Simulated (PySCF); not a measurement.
C3H7NSi, SMILES CC1=NC[SiH2]1.

Coordinates come from a B3LYP-D3(BJ)/def2-SVP optimisation. The structure was generated by enumeration, and PubChem lists no compound with its InChIKey, so it may never have been made.

The numbers are results of TDA-PBE/def2-SVPD (PySCF), not measurements.

Vertical excitations. The molecule is in vacuum. State labels are in the subgroup Cs.

Computed lowest excited states:
| state | symmetry | energy (eV) | λ (nm) | f | main pairs |
|---|---|---|---|---|---|
| S1 | A" | 4.22 | 294 | 0.000 | HOMO→LUMO 99 % |
| S2 | A' | 4.59 | 270 | 0.001 | HOMO→LUMO+1 100 % |
| S3 | A' | 5.44 | 228 | 0.025 | HOMO→LUMO+2 100 % |
| S4 | A" | 5.80 | 214 | 0.001 | HOMO−2→LUMO 98 % |
| S5 | A' | 5.92 | 209 | 0.030 | HOMO→LUMO+3 97 % |
| S6 | A' | 6.29 | 197 | 0.002 | HOMO→LUMO+4 89 % |
| S7 | A" | 6.33 | 196 | 0.001 | HOMO−1→LUMO+1 98 % |
| S8 | A' | 6.67 | 186 | 0.033 | HOMO→LUMO+5 78 % |
| S9 | A" | 6.79 | 183 | 0.014 | HOMO→LUMO+6 98 % |
| S10 | A' | 6.85 | 181 | 0.011 | HOMO−3→LUMO 49 %, HOMO−2→LUMO+1 45 % |
| T1 | A" | 3.37 | 368 | 0 | HOMO→LUMO 100 % |
| T2 | A' | 4.39 | 282 | 0 | HOMO→LUMO+1 99 % |
| T3 | A' | 4.62 | 268 | 0 | HOMO−1→LUMO 97 % |
| T4 | A' | 5.34 | 232 | 0 | HOMO→LUMO+2 99 % |
Triplets are in the Tamm–Dancoff approximation.
